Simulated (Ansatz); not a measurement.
`N#[C][Al]([Cl])[Cl]` + NH₃ → `[NH2][Al]([Cl])[Cl]` + `C#N` at 298.15 K and 1 bar (ligand exchange at the Al–C bond).

Calculated with Ansatz (gas phase, PBE0-D4/def2-TZVP geometries, no zero-point term in ΔE). CCSD(T)/CBS is the MP2 limit (def2-TZVPP, def2-QZVPP) plus CCSD(T) − MP2 in def2-TZVPP, frozen cores. This one scheme is used for every species. Each species was taken in one conformer, which may not be the lowest.

| species | CCSD(T)/CBS energy (Eh) | H − E (kJ/mol) | S (J/(mol·K)) |
| --- | --- | --- | --- |
| `N#[C][Al]([Cl])[Cl]` | -1254.46678 | 48.9 | 339.9 |
| NH₃ | -56.50880 | 100.5 | 192.4 |
| `[NH2][Al]([Cl])[Cl]` | -1217.66844 | 94.5 | 322.9 |
| `C#N` | -93.32098 | 52.4 | 201.2 |

H − E and S are ideal-gas, rigid-rotor, harmonic terms from PBE0-D4/def2-TZVP, for one conformer and one mirror image of each species. 1 Eh = 2625.50 kJ/mol, R = 8.31446 J/(mol·K).

**Question.** By hand: ΔE, ΔH, ΔS and ΔG.

**Answer.** ΔE = (-1217.66844) + (-93.32098) − (-1254.46678) − (-56.50880) = -0.01384 Eh = -36.3 kJ/mol. Δ(H − E) = 94.5 + 52.4 − 48.9 − 100.5 = -2.5, so ΔH = -38.8 kJ/mol. ΔS = 322.9 + 201.2 − 339.9 − 192.4 = -8.2 J/(mol·K). ΔG = -38.8 − 298.15 × (-8.2)/1000 = -36.4 kJ/mol.

**Question.** By hand: the equilibrium constant, and the temperature at which ΔG would vanish if ΔH and ΔS stayed fixed.

**Answer.** log₁₀ K = −ΔG/(RT ln 10) = 6.4. ΔG = 0 at ΔH/ΔS = 4732 K, far beyond where these terms or the molecules hold.

The number of gas molecules stays the same, so ΔS is small and ΔH decides. A doubt of 5 kJ/mol in ΔE shifts log₁₀ K by 0.9 here. Other conformers and mirror images would add mixing entropy, several J/(mol·K) or more a flexible species. These are equilibria of isolated gas molecules and say nothing of rates. Largest T1 diagnostic: 0.014 (customary marks: 0.02 for closed shells, 0.045 for open ones).
